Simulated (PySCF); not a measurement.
CH3AlCl, SMILES [CH3][Al][Cl], multiplicity 2. Geometry: PBE-D3(BJ)/def2-TZVP. The spin state was assumed, not searched. The isomer is the one that the SMILES or the coordinates give; other isomers of the formula were not compared.

Computed equilibrium geometry at PBE-D3(BJ)/def2-TZVP (PySCF confirms it by a frequency run) as a Z-matrix, and its point group:
point group Cs.
```
C
H 1 1.0974
H 1 1.1015 2 109.23
H 1 1.1015 2 109.23 3 117.99
Al 1 1.9788 2 112.92 3 -121.00
Cl 5 2.1395 1 115.87 2 180.00
```
Charge 0, spin multiplicity 2.
